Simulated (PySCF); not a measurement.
How methods differ on the excitation energy of Cd

Cd [Kr] 4d10 5s2 (1S) → Cd [Kr] 4d10 5s1 6s1 (3S), as a difference of total energies. Computed with PySCF 2.14 in x2c-TZVPPall with one added diffuse shell each of s, p, d, f type (9s7p7d3f1g, 95 functions), with the spin-free X2C one-electron Hamiltonian (Gaussian nucleus). Correlated levels: valence: [Kr] frozen. The calculations carry no spin-orbit coupling.

```
           method  excitation energy (cm⁻¹)
              UHF                     40017
    MP2 (valence)                     50863
SCS-MP2 (valence)                     51092
   CCSD (valence)                     49787
CCSD(T) (valence)                     50651
```

Errors of the correlated levels include the incompleteness of this basis and the frozen core.

For comparison: 51484 cm⁻¹ (measured; NIST levels).
